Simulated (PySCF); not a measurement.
TaOCl₂, SMILES [O]=[Ta+]([Cl])[Cl], charge +1, multiplicity 1. Atoms are numbered in the order given.

```xyz
4

Ta     0.2136     0.2958     0.0000
O     -1.0224     1.4490     0.0000
Cl    -0.2181    -0.9760    -1.7972
Cl    -0.2181    -0.9760     1.7972
```
Charge +1, spin multiplicity 1.

Geometry optimised at B3LYP-D3(BJ)/def2-SVP. The spin state was assumed, not searched. The isomer is the one that the SMILES or the coordinates give; other isomers of the formula were not compared. The def2 effective core potentials stand for the cores of Ta; spin–orbit coupling is left out.

The numbers are results of CAM-B3LYP/def2-TZVPD (PySCF), not measurements.

Mulliken values depend strongly on the basis, most of all with diffuse functions as here. ESP charges are fitted to the potential on shells at 1.4 to 2.0 van der Waals radii. Atomic charges (e):

```tsv
atom	ESP fit	Mulliken
Ta1	1.72	1.70
O2	-0.46	-0.30
Cl3	-0.13	-0.20
Cl4	-0.13	-0.20
```
